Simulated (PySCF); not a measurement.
## Computed properties of ZnCl, SMILES [Cl][Zn+], charge +1

ZnCl, SMILES [Cl][Zn+], charge +1. The structure is a stationary point at PBE0-D3(BJ)/def2-TZVP. The multiplicity is an assumed one; other spin states were not compared. The values are those of a single conformer. All values are computed for the isolated molecule unless a solvent is named; none is compared with measurement here.

**Structure.** The optimised structure has C∞v symmetry. All 1 harmonic modes at PBE0-D3(BJ)/def2-TZVP (PySCF) are real, so it is a minimum.

**Vibrations.** The strongest infrared lines (harmonic, unscaled, degenerate partners summed) lie at 460 cm⁻¹ (10 km/mol, Cl 65 %, Zn 35 %). The softest mode is at 460 cm⁻¹ and the zero-point energy is 0.7 kcal/mol.

**Electronic structure.** HF/def2-TZVPD (PySCF) places the frontier levels at -17.77 and -7.79 eV, a gap of 9.98 eV and a mean polarisability of 26.3 bohr³.

**Excitations.** TDA-CAM-B3LYP/def2-TZVPD (PySCF) has S1 at 2.59 eV (479 nm, f = 0.010, weak); the most intense of the 10 singlets computed lies at 8.50 eV (f = 0.42). Strengths of degenerate partners are summed. T1 (TDA) is at 2.20 eV, 0.39 eV under S1.
